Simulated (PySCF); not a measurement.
F₃Ge, SMILES [F][Ge]([F])[F] (connectivity only; charge and spin as stated), charge +1, multiplicity 1. Geometry: B3LYP-D3(BJ)/def2-SVP. The spin state was assumed, not searched. The isomer is the one that the SMILES or the coordinates give; other isomers of the formula were not compared.

TDA-B3LYP/def2-SVPD (PySCF) puts the lowest singlet excitations at 6.47, 6.74, 6.74, 7.04, 7.04, 7.87 eV.

Q: What are the lowest excitation roots from ADC(2)/aug-cc-pVDZ (PySCF)? (Estimate from the structure and the level; the computed values follow.)

A: 7.32, 7.61, 7.61, 7.88, 7.88, 8.77 eV. S1 differs by 0.85 eV (second minus first; roots are paired by order, and the bases may differ).
